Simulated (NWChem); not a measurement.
Species: C₂H₅BF₂O; SMILES B(F)([C@H](F)C)O

```xyz
11

C     -1.2262    -1.3589    -0.4519
C     -0.1467    -0.6994     0.3786
F      1.0788    -1.3400     0.1478
B      0.0651     0.8419     0.0670
O      1.2560     1.3048    -0.3380
F     -0.9465     1.6913     0.2054
H     -1.0051    -1.2758    -1.5270
H     -1.3184    -2.4266    -0.2028
H     -2.1952    -0.8731    -0.2640
H     -0.3794    -0.8301     1.4525
H      1.8821     0.5690    -0.3887
```
Atoms are numbered in this order, from 1.

Program: NWChem. Pople sets run with spherical d functions. The geometry was optimised at PBE0/def2-SVP. B3LYP is NWChem's, with the RPA form of VWN correlation. GIAO values for the isolated, static molecule; σ is the absolute isotropic shielding, δ = σ(reference) − σ with the isolated reference molecule computed at the same levels (11B: boron trifluoride, 13C: tetramethylsilane, 19F: trichlorofluoromethane, 1H: tetramethylsilane, 17O: water).

```tsv
level	δ C1 (ppm)	δ C2 (ppm)	δ F3 (ppm)	δ B4 (ppm)	δ O5 (ppm)	δ H7 (rotor mean) (ppm)	δ H11 (ppm)
B3LYP/6-31G*	17.0	75.7	-227.9	18.8	112.8	1.31	5.23
BHandHLYP/pcSseg-1	17.3	79.9	-222.9	19.5	133.8	1.43	5.88
KT2/pcSseg-1	18.1	81.9	-257.8	17.6	143.2	1.37	5.78
```
